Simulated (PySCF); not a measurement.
beryllium atom (Be), singlet; PBE0/6-31G*, polarisability in PySCF.

PySCF was given this input:
```python
from pyscf import gto, scf, dft
from pyscf.prop import polarizability

mol = gto.Mole()
mol.atom = '''
    Be    0.00000000    0.00000000    0.00000000
'''
mol.basis = '6-31g*'
mol.verbose = 4
mol.build()

mf = dft.RKS(mol)
mf.xc = 'pbe0'
mf.kernel()
alpha = mf.Polarizability().polarizability()[2, 2]
print('alpha_zz =', alpha)
```

Task: Predict the main parts of the log of this PySCF run.

Result: 
```
site-packages/pyscf/prop/efg/rhf.py:45: UserWarning: Module EFG is under testing
  warnings.warn('Module EFG is under testing')
site-packages/pyscf/prop/efg/dhf.py:30: UserWarning: Module EFG is under testing
  warnings.warn('Module EFG is under testing')
site-packages/pyscf/prop/zfs/uhf.py:40: UserWarning: Module ZFS is under testing
  warnings.warn('Module ZFS is under testing')
site-packages/pyscf/prop/gtensor/uhf.py:43: UserWarning: Module g-tensor is under testing
  warnings.warn('Module g-tensor is under testing')
site-packages/pyscf/prop/gtensor/uks.py:41: UserWarning: Module g-tensor is under testing
  warnings.warn('Module g-tensor is under testing')
site-packages/pyscf/prop/hfc/uks.py:35: UserWarning: Module HFC is under testing
  warnings.warn('Module HFC is under testing')
site-packages/pyscf/prop/magnetizability/rhf.py:39: UserWarning: Module magnetizability is under testing
  warnings.warn('Module magnetizability is under testing')
site-packages/pyscf/prop/magnetizability/uhf.py:37: UserWarning: Module magnetizability is under testing
  warnings.warn('Module magnetizability is under testing')
site-packages/pyscf/prop/magnetizability/rks.py:37: UserWarning: Module magnetizability is under testing
  warnings.warn('Module magnetizability is under testing')
site-packages/pyscf/prop/magnetizability/uks.py:39: UserWarning: Module magnetizability is under testing
  warnings.warn('Module magnetizability is under testing')
site-packages/pyscf/prop/polarizability/uhf.py:34: UserWarning: Module polarizability is under testing
  warnings.warn('Module polarizability is under testing')
site-packages/pyscf/prop/polarizability/rks.py:29: UserWarning: Module polarizability is under testing
  warnings.warn('Module polarizability is under testing')
site-packages/pyscf/prop/polarizability/uks.py:29: UserWarning: Module polarizability is under testing
  warnings.warn('Module polarizability is under testing')
PySCF version 2.14.0

[INPUT] verbose = 4
[INPUT] num. atoms = 1
[INPUT] num. electrons = 4
[INPUT] charge = 0
[INPUT] spin (= nelec alpha-beta = 2S) = 0
[INPUT] symmetry False subgroup None
[INPUT] Mole.unit = angstrom
[INPUT] Symbol           X                Y                Z      unit          X                Y                Z       unit  Magmom
[INPUT]  1 Be     0.000000000000   0.000000000000   0.000000000000 AA    0.000000000000   0.000000000000   0.000000000000 Bohr   0.0

nuclear repulsion = 0
number of shells = 6
number of NR pGTOs = 27
number of NR cGTOs = 14
basis = 6-31g*
ecp = {}

******** <class 'pyscf.dft.rks.RKS'> ********
method = RKS
initial guess = minao
damping factor = 0
level_shift factor = 0
DIIS = <class 'pyscf.scf.diis.CDIIS'>
diis_start_cycle = 1
diis_space = 8
diis_damp = 0
SCF conv_tol = 1e-09
SCF conv_tol_grad = None
SCF max_cycles = 50
direct_scf = True
direct_scf_tol = 1e-13
XC library pyscf.dft.libxc version 7.1.2
    S. Lehtola, C. Steigemann, M. J. T. Oliveira, and M. A. L. Marques,  SoftwareX 7, 1–5 (2018)
XC functionals = pbe0
    C. Adamo and V. Barone,  J. Chem. Phys. 110, 6158 (1999)
    M. Ernzerhof and G. E. Scuseria,  J. Chem. Phys. 110, 5029 (1999)
radial grids:
    Treutler-Ahlrichs [JCP 102, 346 (1995); DOI:10.1063/1.469408] (M4) radial grids

becke partition: Becke, JCP 88, 2547 (1988); DOI:10.1063/1.454033
pruning grids: <function nwchem_prune>
grids dens level: 3
symmetrized grids: False
atomic radii adjust function: <function treutler_atomic_radii_adjust>
small_rho_cutoff = 0
Set gradient conv threshold to 3.16228e-05
Initial guess from minao.
tot grids = 13728
init E= -14.6308234607653
  HOMO = -0.230247945230977  LUMO = -0.0290603059599455  gap/eV = 5.47459
cycle= 1 E= -14.631906670603  delta_E= -0.00108  |g|= 0.000329  |ddm|= 0.0666
  HOMO = -0.230729052406801  LUMO = -0.0294682776905403  gap/eV = 5.47658
cycle= 2 E= -14.6319066830125  delta_E= -1.24e-08  |g|= 3.76e-06  |ddm|= 0.000284
  HOMO = -0.230729141249365  LUMO = -0.0294679258641682  gap/eV = 5.47660
cycle= 3 E= -14.6319066830175  delta_E= -4.98e-12  |g|= 9.84e-08  |ddm|= 1.24e-05
  HOMO = -0.23072872652626  LUMO = -0.0294675029387877  gap/eV = 5.47660
Extra cycle  E= -14.6319066830175  delta_E= 7.11e-15  |g|= 1.52e-09  |ddm|= 9.31e-08
converged SCF energy = -14.6319066830175
Isotropic polarizability 36.5446067345
Polarizability anisotropy 1.03212294152e-13
alpha_zz = 36.54460673446393
```
